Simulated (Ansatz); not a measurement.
CuO₂⁻. The state is a triplet with charge -1. Geometry r2SCAN-D4/def2-TZVPD; atoms count from 1.

```xyz
3

Cu   -0.001   -0.001    0.000
O     0.286   -0.299    1.630
O    -0.285    0.301   -1.630
```

The structure comes from a short search, and lower isomers may exist.

Question: Estimate the Mulliken populations from the PBE0/def2-TZVPD orbitals of Ansatz.

Answer: 
| atom | charge (e) | spin (α − β) | d electrons |
| --- | --- | --- | --- |
| Cu1 | 0.38 | 0.27 | 9.34 |
| O2 | -0.69 | 0.87 | – |
| O3 | -0.69 | 0.87 | – |
Mulliken values depend strongly on the basis. With diffuse functions, as here, like atoms can get unlike values, and bond orders can come out too low or too high.

Question: Where does the spin sit?

Answer: Summed by element: Cu 0.27, O 1.73, of 2 unpaired in all. Largest on single atoms: O2 0.87, O3 0.87, Cu1 0.27.

Question: And the Mayer bond orders between heavy atoms (over 0.3)?

Answer: Cu1–O2 1.21 (1.68 Å); Cu1–O3 1.21 (1.68 Å).
